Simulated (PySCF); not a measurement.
CH6GeOSi, SMILES [CH2]1O[SiH2][GeH2]1. Atoms are numbered in the order given.

```xyz
10

C     -1.4923    -0.1346     0.0000
O     -0.9254    -1.4637     0.0000
Si     0.7659    -1.3281     0.0000
Ge     0.1963     0.9777     0.0000
H     -2.1196     0.0084     0.8953
H     -2.1196     0.0084    -0.8953
H      1.3900    -1.9449    -1.2038
H      1.3900    -1.9449     1.2038
H      0.4062     1.8482     1.2529
H      0.4062     1.8482    -1.2529
```
Charge 0, spin multiplicity 1.

Geometry: TPSSh-D3(BJ)/def2-SVP. This is a generated structure with no PubChem entry under its InChIKey; it may be hypothetical.

Computed with PBE/pcSseg-1 (PySCF).

GIAO shieldings, no solvent; atoms alike by connectivity are averaged. δ = σ(ref) − σ: ¹³C against TMS (σ = 182.0 ppm); ¹⁷O against H2O (σ = 334.3 ppm); ²⁹Si against TMS (σ = 335.4 ppm); ⁷³Ge against GeH4 (σ = 1614.4 ppm); ¹H against TMS (σ = 31.49 ppm), references at their B3LYP-D3(BJ)/def2-TZVP geometries, non-relativistic.

```csv
atoms,nucleus,count,δ (ppm)
C1,¹³C,1,80.6
O2,¹⁷O,1,[?]
Si3,²⁹Si,1,27.5
Ge4,⁷³Ge,1,[?]
"H7, H8",¹H,2,[?]
"H5, H6",¹H,2,5.54
"H9, H10",¹H,2,5.47
```

**Question.** Some entries are withheld; supply them. (Estimate from the structure and the level; the computed values follow.)

**Answer.** 
- O2, δ (ppm): 78.8
- Ge4, δ (ppm): 191.2
- H7, H8, δ (ppm): 6.57
